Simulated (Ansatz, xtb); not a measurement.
# Relaxing a trial structure of F2GeH2Si

The starting geometry of this gas-phase singlet was built from a drawn formula by distance geometry; its bonds are those of `[F][Ge]([F])=[SiH2]`.

```yaml
atoms:
  - { symbol: F, position_ang: [-0.5844, -2.7431, -0.3441] }
  - { symbol: F, position_ang: [0.9575, -1.0101, -1.8164] }
  - { symbol: Ge, position_ang: [-0.8699, -1.4026, -1.4212] }
  - { symbol: Si, position_ang: [-1.7989, -0.0904, -0.1041] }
  - { symbol: H, position_ang: [-2.1145, 1.2050, -0.8129] }
  - { symbol: H, position_ang: [-1.1229, 0.0637, 1.2300] }
```

Where would you expect an optimisation with r2SCAN-D4/def2-SVP to take it?

It rearranges to `F[SiH2][Ge][F]`. Distances that change by over a tenth: Ge3–Si4 (2.08 → 2.51 Å). Contacts that open: F2–Ge3 (1.91 → 3.33 Å). Contacts that close: F2–Si4 (3.37 → 1.64 Å).

The energy falls by 3.59 eV over 37 steps:

| step | E − E(last) (eV) |
| --- | --- |
| 1 | 3.590 |
| 5 | 1.473 |
| 9 | 0.800 |
| 13 | 0.080 |
| 17 | 0.039 |
| 21 | 0.006 |
| 25 | 0.001 |
| 29 | 0.000 |
| 33 | 0.000 |
| 37 | 0.000 |

Final geometry (Å):

```yaml
atoms:
  - { symbol: F, position_ang: [-0.3241, -2.9859, -0.5388] }
  - { symbol: F, position_ang: [0.4469, 0.2868, -1.0079] }
  - { symbol: Ge, position_ang: [-1.6451, -2.2607, -1.4643] }
  - { symbol: Si, position_ang: [-1.0654, -0.0332, -0.4606] }
  - { symbol: H, position_ang: [-1.9283, 1.1336, -0.8314] }
  - { symbol: H, position_ang: [-1.0171, -0.1182, 1.0344] }
```

From the same start GFN2-xTB reaches the same bonding as this run.

The end wasn't checked by frequencies. Run with Ansatz 0.2.0, 53 s on 2 threads of Intel(R) Xeon(R) Platinum 8488C (Sapphire Rapids), with other jobs on the host.
